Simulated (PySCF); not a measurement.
# Electric field gradients and quadrupole coupling constants

Compound: C₇H₆ClN.
SMILES with atom numbers: `[CH:1]#[C:2]/[CH:3]=[C:4](/[CH2:5][Cl:6])[CH2:7][C:8]#[N:9]` (hydrogens: H10 on C1; H11 on C3; H12, H13 on C5; H14, H15 on C7)

Geometry (GFN2-xTB, Å), atoms numbered from 1 in this order:
```
atom  x, y, z in Å
C1     3.1918    0.1044    0.1874
C2     2.0794   -0.2370    0.4874
C3     0.7823   -0.6462    0.8499
C4    -0.3246   -0.3133    0.1783
C5    -1.6753   -0.7707    0.6063
Cl6   -2.2710   -2.0383   -0.5363
C7    -0.2909    0.5384   -1.0657
C8    -0.8487    1.8369   -0.7749
N9    -1.3045    2.8522   -0.5153
H10    4.1658    0.3990   -0.0666
H11    0.7206   -1.2655    1.7355
H12   -2.4059    0.0386    0.5680
H13   -1.6641   -1.2255    1.5955
H14   -0.8948    0.0728   -1.8512
H15    0.7354    0.6622   -1.4202
```

Field gradients from the PBE0/pcSseg-1 density (PySCF, non-relativistic), principal values in atomic units, ordered |Vxx| ≤ |Vyy| ≤ |Vzz|:

```csv
atom,Vxx,Vyy,Vzz
Cl6,-1.9201,-2.1200,4.0401
N9,0.4558,0.5157,-0.9715
```

Question: Find the asymmetry η = (Vxx − Vyy)/Vzz and the couplings χ = eQV/h (234.96 MHz × Q in barn × V in au), with Q(35Cl) = −0.0817 b, Q(14N) = 0.02044 b.

Answer: 
```tsv
atom	environment	nucleus	η	χzz (MHz)	χxx (MHz)	χyy (MHz)
Cl6	alkyl chlorine	35Cl	0.05	-77.56	36.86	40.70
N9	nitrile nitrogen	14N	0.06	-4.666	2.189	2.477
```

The tensor is traceless: Vxx + Vyy + Vzz = 0.

Question: What is Vzz at Cl6 in SI units (1 au = 9.71736 × 10²¹ V/m²)?

Answer: 4.0401 au = 39.259 × 10²¹ V/m².

Were the hydrogens deuterons (Q(2H) = 0.00286 b), χzz would run from 195 kHz (H14) to 265 kHz (H10).

Geometry: GFN2-xTB, one conformer, isolated molecule. GFN2-xTB bond lengths can be off by several hundredths of an ångström, more for odd bonds, and the gradients follow them. A larger basis could move these couplings by a tenth or more.

These values come from a run that also computed NMR shieldings. Hardware: one thread of an Arm Neoverse V2, no GPU, on a shared host. Cost: 28 s of wall time.
